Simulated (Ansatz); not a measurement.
`B[SiH2]OC` + `CSC=N` → `BN=CSC` + `CO[SiH3]`  (cleavage of the B–Si bond)

Program: Ansatz. Geometries: PBE0-D4/def2-TZVP. ΔE: electronic, gas phase. CBS: MP2 limit from def2 TZ/QZ plus the TZ coupled-cluster correction, frozen cores. DFT in def2-TZVPP. B3LYP here is the variant with VWN-RPA as its local correlation; programs differ in this. One conformer a species, not always the lowest.

Task: Is it downhill or uphill in electronic energy at CCSD(T)/CBS, and by how much? (Estimate.)

Result: Computed: Downhill: ΔE = -1.46 eV.

Task: What do these levels give: r2SCAN-D4, B3LYP-D4, ωB97X-V, ωB97M-V, B2PLYP, PBE, r2SCAN, PBE0, SCS-MP2/def2-TZVPP, SCS-MP2/def2-QZVPP, HF/CBS(def2), CCSD/CBS(def2)? (Estimate.)

Result: Computed: r2SCAN-D4 -1.59, B3LYP-D4 -1.60, ωB97X-V -1.43, ωB97M-V -1.51, B2PLYP -1.57, PBE -1.57, r2SCAN -1.58, PBE0 -1.51, SCS-MP2/def2-TZVPP -1.51, SCS-MP2/def2-QZVPP -1.50, HF/CBS(def2) -1.36, CCSD/CBS(def2) -1.42 eV.

Largest T1 diagnostic among the species: 0.015.

From PBE to PBE0 (25 % exact exchange), in def2-TZVPP and without D4, ΔE moves by +0.06 eV. In def2-TZVPP, CCSD(T) changes the Hartree–Fock value by −0.10 eV (the triples alone add −0.04 eV) and MP2 by −0.20 eV.
